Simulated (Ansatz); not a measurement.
Coupled-cluster diagnostics for B₃As₃, Ansatz.

Geometry of the singlet (r2SCAN-D4/def2-SVP):

```xyz
6

B     0.285    0.877    0.292
B    -0.317   -0.733   -0.165
B    -0.253   -0.102    1.437
As   -0.652   -1.951    1.354
As    1.412    1.598   -1.086
As   -0.474    0.311   -1.832
```

Correlated methods freeze 30 core orbitals; core or outer-core shells of As are correlated, in sets that lack core-valence functions. Another isomer (singlet) lies 0.22 eV lower at PBE0-D4/def2-TZVP; other spin states weren't run for this one.

Problem. Estimate the CCSD(T) correlation energy, the shares of MP2 and (T), T1 and the reference's ⟨S²⟩ for: charge 0, singlet, own geometry in def2-SVP; and the rough time on 4 threads of Arm Neoverse V2 on a shared host.

Solution. 
```json
{"state": "charge 0, singlet, own geometry", "basis": "def2-SVP", "correlation (eV)": "-26.884", "MP2 share (%)": "96.0", "(T) share (%)": "5.4", "T1": "0.017", "⟨S²⟩ (pure)": "0.00 (0.00)", "wall time": "29 s", "remarks": "restricted SCF unstable"}
```
Customary marks for T1 are 0.02 (closed shells), 0.045 (open shells) and about 0.05 (3d metals). T1 stays under 0.02 throughout.
